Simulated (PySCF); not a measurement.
CF$_{2}$I, doublet, at a GFN2-xTB geometry (all electrons, no relativity); REVPBE/6-311G** run with PySCF.

Here is a job for PySCF.
```python
from pyscf import gto, scf, dft

mol = gto.M(
    atom='''
F    -1.940471   -1.042468   -0.071114
C    -1.271159    0.029734    0.322258
F    -1.897433    1.116629   -0.100563
I     0.795624   -0.015959   -0.007329
''',
    basis='6-311g**',
    charge=0,
    spin=1,
    verbose=4,
)

mf = dft.UKS(mol)
mf.xc = 'revpbe'
mf.grids.atom_grid = (99, 590)
mf.grids.prune = None
mf.kernel()
```

### Question
What does PySCF print? Leave out banner, timings and long lists.

### Answer

```
PySCF version 2.14.0

[INPUT] verbose = 4
[INPUT] num. atoms = 4
[INPUT] num. electrons = 77
[INPUT] charge = 0
[INPUT] spin (= nelec alpha-beta = 2S) = 1
[INPUT] symmetry False subgroup None
[INPUT] Mole.unit = angstrom
[INPUT] Symbol           X                Y                Z      unit          X                Y                Z       unit  Magmom
[INPUT]  1 F     -1.940471000000  -1.042468000000  -0.071114000000 AA   -3.666958742661  -1.969979013623  -0.134385983622 Bohr   0.0
[INPUT]  2 C     -1.271159000000   0.029734000000   0.322258000000 AA   -2.402142370776   0.056189116588   0.608979361450 Bohr   0.0
[INPUT]  3 F     -1.897433000000   1.116629000000  -0.100563000000 AA   -3.585628709712   2.110122992747  -0.190036528265 Bohr   0.0
[INPUT]  4 I      0.795624000000  -0.015959000000  -0.007329000000 AA    1.503511458131  -0.030158139222  -0.013849802767 Bohr   0.0

nuclear repulsion = 316.115882507382
number of shells = 48
number of NR pGTOs = 179
number of NR cGTOs = 116
basis = 6-311g**
ecp = {}

******** <class 'pyscf.dft.uks.UKS'> ********
method = UKS
initial guess = minao
damping factor = 0
level_shift factor = 0
DIIS = <class 'pyscf.scf.diis.CDIIS'>
diis_start_cycle = 1
diis_space = 8
diis_damp = 0
SCF conv_tol = 1e-09
SCF conv_tol_grad = None
SCF max_cycles = 50
direct_scf = True
direct_scf_tol = 1e-13
number electrons alpha = 39  beta = 38
XC library pyscf.dft.libxc version 7.1.2
    S. Lehtola, C. Steigemann, M. J. T. Oliveira, and M. A. L. Marques,  SoftwareX 7, 1–5 (2018)
XC functionals = revpbe
    Y. Zhang and W. Yang,  Phys. Rev. Lett. 80, 890 (1998)
    J. P. Perdew, K. Burke, and M. Ernzerhof,  Phys. Rev. Lett. 77, 3865 (1996)
    J. P. Perdew, K. Burke, and M. Ernzerhof,  Phys. Rev. Lett. 78, 1396 (1997)
radial grids:
    Treutler-Ahlrichs [JCP 102, 346 (1995); DOI:10.1063/1.469408] (M4) radial grids

becke partition: Becke, JCP 88, 2547 (1988); DOI:10.1063/1.454033
pruning grids: None
grids dens level: 3
symmetrized grids: False
atomic radii adjust function: <function treutler_atomic_radii_adjust>
User specified grid scheme (99, 590)
small_rho_cutoff = 0
Set gradient conv threshold to 3.16228e-05
tot grids = 233640
init E= -7119.80740730824

cycle= 1 E= -7156.54404254641  delta_E= -36.7  |g|= 5.09  |ddm|=  2.4
cycle= 2 E= -7156.32061826209  delta_E= 0.223  |g|= 2.13  |ddm|= 1.23
cycle= 3 E= -7156.32231398972  delta_E= -0.0017  |g|=  1.4  |ddm|= 1.57
cycle= 4 E= -7156.81415078741  delta_E= -0.492  |g|= 0.374  |ddm|= 0.922
cycle= 5 E= -7156.8480421515  delta_E= -0.0339  |g|= 0.0838  |ddm|= 0.185
cycle= 6 E= -7156.8490003552  delta_E= -0.000958  |g|= 0.0383  |ddm|=  0.1
cycle= 7 E= -7156.8497495432  delta_E= -0.000749  |g|= 0.0117  |ddm|= 0.0617
cycle= 8 E= -7156.84983243196  delta_E= -8.29e-05  |g|= 0.00159  |ddm|= 0.0166
cycle= 9 E= -7156.84983392003  delta_E= -1.49e-06  |g|= 0.000274  |ddm|= 0.0027
cycle= 10 E= -7156.84983397906  delta_E= -5.9e-08  |g|= 0.000101  |ddm|= 0.000516
cycle= 11 E= -7156.84983398393  delta_E= -4.86e-09  |g|= 1.67e-05  |ddm|= 0.000124
cycle= 12 E= -7156.84983398415  delta_E= -2.25e-10  |g|= 6.83e-06  |ddm|= 3.8e-05
Extra cycle  E= -7156.84983398413  delta_E= 2.36e-11  |g|= 9.66e-06  |ddm|= 1.88e-05
converged SCF energy = -7156.84983398413  <S^2> = 0.75236841  2S+1 = 2.002367
```
